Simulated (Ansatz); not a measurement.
Consider the substitution at a C–O bond: `COB(C)Br` + `[OH][Ge][F]` → `C[O][Ge][F]` + `CB(O)Br`.

Gas-phase electronic energies from Ansatz, PBE0-D4/def2-TZVP geometries. CCSD(T)/CBS adds triple-zeta CCSD(T) − MP2 to the extrapolated MP2 energy (def2 sets, frozen cores). DFT in def2-TZVPP. For Br, Ge outer-core shells are correlated without core-valence functions, which leaves a few kJ/mol of doubt a bond. Scalar relativity is left out up to krypton. One conformer a species, not always the lowest.

`COB(C)Br`:

Cartesian coordinates in Å:
```
C 0.829 -1.501 0.961
O 0.113 -0.306 0.723
B -0.133 0.282 -0.451
C -0.940 1.612 -0.528
Br 0.515 -0.509 -2.122
H 0.194 -2.166 1.547
H 1.116 -1.991 0.030
H 1.722 -1.261 1.540
H -1.268 1.944 0.458
H -1.815 1.496 -1.174
H -0.332 2.400 -0.982
```

`[OH][Ge][F]`:

Z-matrix (Å, degrees):
```
O
Ge 1 1.771
H 1 0.964 2 113.8
F 2 1.767 1 97.0 3 0.0
```

`C[O][Ge][F]`:

Cartesian coordinates in Å:
```
C 0.769 0.029 0.289
O -0.484 0.539 0.694
Ge -2.054 0.355 -0.090
F -1.559 -0.627 -1.475
H 0.696 -0.556 -0.631
H 1.459 0.862 0.129
H 1.172 -0.603 1.085
```

`CB(O)Br`:

```xyz
8

C    -0.863    0.038    0.598
B     0.405   -0.089   -0.291
O     1.143    0.980   -0.638
Br    0.968   -1.846   -0.939
H    -1.054    1.072    0.887
H    -1.740   -0.351    0.071
H    -0.760   -0.570    1.502
H     1.901    0.766   -1.190
```

| level | ΔE (kJ/mol) |
| --- | --- |
| CAM-B3LYP | 0.4 |
| CCSD/def2-TZVPP | 1.8 |

Problem. What does CCSD(T)/CBS give? (Best estimate.)

Solution. Ansatz gave: +2.4 kJ/mol. The listed levels differ from it by -2.0, -0.6 kJ/mol.

Largest T1 diagnostic among the species: 0.015.

Leaving LDA and LC-ωPBE aside and taking each functional with its dispersion term where it has one, the values, not all of them listed here, spread over 2.3 kJ/mol, from r2SCAN-D4 to ωB97M-V. At CCSD(T), def2-SVP lies −8.2 kJ/mol from the extrapolated value and def2-TZVPP −0.6 kJ/mol.
